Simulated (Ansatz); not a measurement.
CH7NSn, SMILES `C[NH][SnH3]`, relaxed with RKS PBE-D4/def2-SVP in the Gaussian-basis code of Ansatz from a rough embedded geometry. The force threshold is 0.03 eV/Å; the program also tests the step.

Total charge 0; spin multiplicity 1. Sn takes the def2 core potential.

Start:

```xyz
10

C    -1.222   -0.651    0.051
N    -0.145   -0.510   -0.833
Sn    1.306    0.540    0.141
H    -2.070   -1.175   -0.435
H    -0.956   -1.274    0.949
H    -1.682    0.297    0.421
H    -0.468    0.112   -1.624
H     2.658    0.886   -0.937
H     1.894   -0.331    1.582
H     0.684    2.106    0.684
```

By how much does the energy fall, and how many steps does the optimiser take? (Best estimate.)

The calculation gave: 0.28 eV, in 6 steps.

Which bonds change most? (An estimate is asked.)

The calculation gave: Sn3–H9 from 1.784 to 1.727 Å; C1–N2 from 1.400 to 1.456 Å; Sn3–H8 from 1.764 to 1.726 Å; N2–Sn3 from 2.039 to 2.070 Å.

Give the relaxed structure. (Best estimate.)

Computed: 
```xyz
10

C    -1.343   -0.663    0.054
N    -0.136   -0.391   -0.714
Sn    1.407    0.655    0.188
H    -2.006   -1.364   -0.502
H    -1.080   -1.176    1.005
H    -1.968    0.225    0.330
H    -0.365    0.014   -1.630
H     2.598    0.872   -1.043
H     1.968   -0.367    1.462
H     0.923    2.194    0.849
```
